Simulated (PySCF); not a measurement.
Compound: 2-cyanonaphthalene, C11H7N.
Numbering: `[N:1]#[C:2][c:3]1[cH:4][cH:5][c:6]2[cH:7][cH:8][cH:9][cH:10][c:11]2[cH:12]1`

Structure used (GFN2-xTB), in Å, numbered top down from 1:
```
atom  x, y, z in Å
N1    -4.519   -1.486    0.130
C2    -3.474   -1.012    0.124
C3    -2.190   -0.422    0.120
C4    -2.065    0.962    0.379
C5    -0.832    1.545    0.379
C6     0.331    0.786    0.122
C7     1.616    1.365    0.118
C8     2.724    0.604   -0.134
C9     2.599   -0.770   -0.392
C10    1.368   -1.363   -0.395
C11    0.205   -0.605   -0.140
C12   -1.075   -1.190   -0.135
H13   -2.957    1.539    0.575
H14   -0.728    2.602    0.576
H15    1.709    2.423    0.317
H16    3.706    1.055   -0.135
H17    3.485   -1.355   -0.588
H18    1.265   -2.420   -0.594
H19   -1.177   -2.247   -0.334
```

NICS is the negative of the GIAO shielding at a point without a nucleus: at the ring centre (0) and 1 Å above and below it (1); zz is the component along the ring normal. Level: GIAO PBE0/pcSseg-1 (PySCF, non-relativistic, gas phase) on the GFN2-xTB geometry, one conformer.

Ring bond lengths (Å), with Mayer bond orders in brackets: C3–C4 1.414 (1.26), C4–C5 1.364 (1.57), C5–C6 1.413 (1.27), C6–C11 1.421 (1.26), C11–C12 1.407 (1.27), C12–C3 1.377 (1.45); C6–C7 1.410 (1.28), C7–C8 1.367 (1.55), C8–C9 1.404 (1.31), C9–C10 1.366 (1.55), C10–C11 1.412 (1.27), C11–C6 1.421 (1.26).

Problem. What do the NICS probes read (ppm)?

Solution. 
```json
{"ring": "C3–C4–C5–C6–C11–C12", "type": "6-membered carbocycle; formal bonds all aromatic", "NICS(0)": "-9.2", "NICS(1), two faces": "-11.6 / -11.6", "NICS(1)zz, two faces": "-28.1 / -28.1", "rms pucker (Å)": "0.00", "centre to ring atoms, mean (Å)": "1.40"}
{"ring": "C6–C7–C8–C9–C10–C11", "type": "6-membered carbocycle; formal bonds all aromatic", "NICS(0)": "-8.7", "NICS(1), two faces": "-11.8 / -11.8", "NICS(1)zz, two faces": "-29.5 / -29.5", "rms pucker (Å)": "0.00", "centre to ring atoms, mean (Å)": "1.40"}
```

Problem. What can be read from them?

Solution. 
- C3–C4–C5–C6–C11–C12: mean NICS(1)zz -28.1 ppm, shielded. For a flat ring without four-coordinate atoms the NICS criterion counts such a value as aromatic, though in fused rings the probe also feels the neighbouring ring.
- C6–C7–C8–C9–C10–C11: mean NICS(1)zz -29.5 ppm, shielded. The ring is flat and has no four-coordinate atom; by the NICS criterion it is aromatic, though in fused rings the probe also feels the neighbouring ring.

Problem. And the bond-length index? Use HOMA with the parameters of Krygowski (1993).

Solution. 
- C3–C4–C5–C6–C11–C12: HOMA 0.85 = 1 − EN − GEO, with mean bond length 1.399 Å, EN = α(Ropt − mean)² = 0.033 and GEO = α × variance = 0.117. The geometric and the magnetic index point the same way.
- C6–C7–C8–C9–C10–C11: HOMA 0.86 = 1 − EN − GEO, with mean bond length 1.397 Å, EN = α(Ropt − mean)² = 0.020 and GEO = α × variance = 0.122. The geometric and the magnetic index point the same way.

Problem. What is the mean of the two in-plane components of NICS at the first NICS(1) probe listed for ring C6–C7–C8–C9–C10–C11, 1 Å off the ring?

Solution. The isotropic value is a third of the trace: (3 × -11.8 − (-29.5))/2 = -3.0 ppm.

Problem. Give the inner angles of the rings and the Hirshfeld charges of the ring atoms.

Solution. 
- C3–C4–C5–C6–C11–C12: C3 120.5° (+0.005 e), C4 119.9° (-0.037 e), C5 121.0° (-0.039 e), C6 119.1° (+0.006 e), C11 119.1° (+0.002 e), C12 120.4° (-0.026 e); sum 720.0° against 720° for a flat convex ring.
- C6–C7–C8–C9–C10–C11: C6 118.8° (+0.006 e), C7 120.7° (-0.044 e), C8 120.4° (-0.040 e), C9 120.4° (-0.043 e), C10 120.6° (-0.041 e), C11 119.1° (+0.002 e); sum 720.0° against 720° for a flat convex ring.

Time: 48 s wall. Hardware: one thread of an Arm Neoverse V1, on a shared host. This is the whole shielding run at PBE0/pcSseg-1, SCF included.
